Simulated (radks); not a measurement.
All-electron atom: Au I in [Xe] 4f14 5d10 6s1 (the NIST ground configuration).

Method: scalar-relativistic Kohn-Sham, r2SCAN, spin-polarised, spherical densities, finite nucleus; open shells are filled with parallel spins first (spin-orbit coupling, left out, can overturn this in heavy ions); meta-GGA in the generalised Kohn-Sham scheme; Fermi nuclear charge, rms radius 5.4371 fm; hard spherical wall at 7 bohr; computed with a radial shooting solver on a logarithmic mesh with Libxc functionals.

Energy parts (Ry):
total: -38019.5983
kinetic: 42518.2815
electron-nucleus: -94589.4726
Hartree: 14777.4001
exchange-correlation: -725.8073

Orbitals (lengths in bohr, moments of r in powers of bohr; r(max) is where P^2 peaks; r(90%) holds 90 % of the orbital's charge):
orbital,occ.,eigenvalue (Ry),<r^2>,<r^4>,r(max),r(90%)
1s up,1,-5941.861,0.0003934,4.253e-07,0.01042,0.0308
1s down,1,-5941.860,0.0003934,4.253e-07,0.01042,0.0308
2s down,1,-1050.463,0.005995,0.00006230,0.06015,0.111
2s up,1,-1050.462,0.005995,0.00006230,0.06015,0.111
2p down,3,-908.0950,0.005048,0.00005059,0.04981,0.105
2p up,3,-908.0946,0.005048,0.00005059,0.04981,0.105
3s up,1,-248.7293,0.03860,0.002246,0.1695,0.269
3s down,1,-248.7288,0.03860,0.002246,0.1695,0.269
3p up,3,-207.2493,0.03970,0.002472,0.1689,0.277
3p down,3,-207.2488,0.03970,0.002472,0.1689,0.277
3d up,5,-162.8092,0.03294,0.001906,0.1378,0.260
3d down,5,-162.8092,0.03294,0.001906,0.1378,0.260
4s up,1,-54.44330,0.1869,0.05037,0.3827,0.583
4s down,1,-54.44228,0.1869,0.05037,0.3827,0.583
4p up,3,-40.78309,0.2132,0.06726,0.4026,0.628
4p down,3,-40.78178,0.2132,0.06725,0.4026,0.628
4d up,5,-24.28521,0.2426,0.09343,0.4104,0.683
4d down,5,-24.28364,0.2426,0.09342,0.4103,0.683
5s down,1,-8.10289,0.9725,1.380,0.8493,1.33
5s up,1,-8.10125,0.9727,1.383,0.8490,1.33
4f up,7,-6.00591,0.3016,0.1882,0.3766,0.800
4f down,7,-6.00445,0.3016,0.1881,0.3766,0.801
5p down,3,-4.49403,1.308,2.606,0.9533,1.56
5p up,3,-4.49256,1.314,2.648,0.9530,1.57
5d up,5,-0.51717,3.193,20.69,1.216,2.59
5d down,5,-0.48990,3.041,18.55,1.210,2.51
6s up,1,-0.45628,8.492,108.6,2.318,4.06
6s down,0,-0.35060,8.664,114.3,2.305,4.13
6p up,0,0.01770,13.29,240.5,3.124,4.97
6p down,0,0.09063,14.25,272.6,3.323,5.12
7s down,0,0.52312,20.72,552.6,4.983,5.86
7s up,0,0.54226,20.45,541.0,4.934,5.84
5f down,0,0.80079,21.50,539.6,4.732,5.79
5f up,0,0.83002,20.66,507.5,4.623,5.75

The highest occupied level is 6s up at -6.208 eV. The density falls to 0.001 e/bohr^3 at r = 4.24 bohr. The pressure on the wall is 0.248 GPa. Spin moment in Bohr magnetons: 1. The electron density at the nucleus is 2.301e+06 e/bohr^3 (large components only). The spin density at the nucleus is 140.4 e/bohr^3 (1s 0.7, 2s 0.4, 3s 0.1, 4s -0.2, 5s 1.8, 6s 137.5).
